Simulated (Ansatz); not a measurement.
Ge(OH)H3 (GeOH4). Total charge 0; singlet. Geometry relaxed at PBE-D4/def2-TZVP.

```xyz
6

Ge   -0.315   -0.080   -0.303
O     0.536    0.080    1.283
H     1.449    0.385    1.157
H     0.417   -1.116   -1.198
H    -0.362    1.294   -1.024
H    -1.725   -0.564    0.086
```

Estimate the harmonic wavenumbers at RKS PBE-D4/def2-TZVP (Ansatz, unscaled). Is this a minimum?

181, 589, 601, 665, 831, 837, 854, 940, 2063, 2066, 2126, 3734 cm⁻¹. Yes, no mode is imaginary beyond noise. Zero-point energy 92.6 kJ/mol. Hardware: 4 threads of Arm Neoverse V2 on a shared host. Wall time 12 s.
